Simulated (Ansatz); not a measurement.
In5P4H16⁻, a cluster cut from zinc blende InP (hydrogen-capped). Total charge -1; singlet. Geometry PBE-D4/def2-SVP.

```xyz
25

In   -2.357    1.815   -1.290
In   -0.176    2.106    2.458
In   -1.768   -1.851    1.172
In    0.490   -1.774   -2.668
In    2.670   -1.488    1.080
P    -1.880    0.767    1.034
P    -0.235    0.775   -2.503
P     1.998    1.068    1.338
P     0.488   -2.223   -0.114
H    -2.113    3.551   -1.289
H    -3.729    1.057   -2.069
H    -0.168    3.809    2.044
H    -0.135    1.539    4.114
H    -3.072   -2.509    0.198
H    -1.525   -2.303    2.851
H    -0.856   -2.566   -3.460
H     2.111   -1.777   -3.336
H     2.740   -2.095    2.720
H     4.053   -1.521    0.003
H    -3.104    1.059    1.724
H    -0.201    1.314   -3.833
H     0.908    1.495   -2.023
H     3.130    1.749    1.901
H     2.108    1.653    0.034
H     0.625   -3.652   -0.084
```

In the def2 sets In takes a core potential; there is no spin–orbit coupling. B3LYP takes the VWN-RPA correlation. Single mean-field runs in def2-TZVP are fitted with def2-universal-jkfit.

Question: Estimate the orbital energies around the gap (eV) in Ansatz with PBE-D4/def2-SVP, PBE-D4/def2-TZVP, r2SCAN-D4/def2-TZVP, B3LYP-D4/def2-TZVP, PBE0-D4/def2-TZVP.

Answer: 
| orbital | PBE-D4/def2-SVP | PBE-D4/def2-TZVP | r2SCAN-D4/def2-TZVP | B3LYP-D4/def2-TZVP | PBE0-D4/def2-TZVP |
| --- | --- | --- | --- | --- | --- |
| HOMO−13 | -5.19 | -5.31 | -5.64 | -6.34 | -6.54 |
| HOMO−12 | -4.95 | -5.06 | -5.37 | -6.06 | -6.26 |
| HOMO−11 | -4.90 | -5.01 | -5.32 | -6.00 | -6.21 |
| HOMO−10 | -4.03 | -4.15 | -4.45 | -5.12 | -5.32 |
| HOMO−9 | -3.98 | -4.09 | -4.38 | -5.05 | -5.25 |
| HOMO−8 | -3.90 | -4.02 | -4.31 | -5.00 | -5.18 |
| HOMO−7 | -3.87 | -3.98 | -4.27 | -4.93 | -5.13 |
| HOMO−6 | -3.55 | -3.68 | -3.97 | -4.66 | -4.83 |
| HOMO−5 | -3.43 | -3.51 | -3.75 | -4.30 | -4.52 |
| HOMO−4 | -3.33 | -3.42 | -3.67 | -4.25 | -4.45 |
| HOMO−3 | -3.10 | -3.19 | -3.42 | -3.97 | -4.18 |
| HOMO−2 | -2.98 | -3.08 | -3.30 | -3.88 | -4.07 |
| HOMO−1 | -2.96 | -3.07 | -3.30 | -3.86 | -4.06 |
| HOMO | -2.93 | -3.04 | -3.27 | -3.85 | -4.03 |
| LUMO | 1.41 | 1.20 | 1.43 | 1.67 | 1.86 |
| LUMO+1 | 1.56 | 1.30 | 1.52 | 1.83 | 2.04 |
| LUMO+2 | 1.71 | 1.35 | 1.65 | 1.88 | 2.05 |
| LUMO+3 | 1.77 | 1.56 | 1.88 | 2.05 | 2.26 |
| LUMO+4 | 1.97 | 1.60 | 1.90 | 2.13 | 2.41 |
| LUMO+5 | 2.36 | 1.98 | 2.25 | 2.46 | 2.67 |
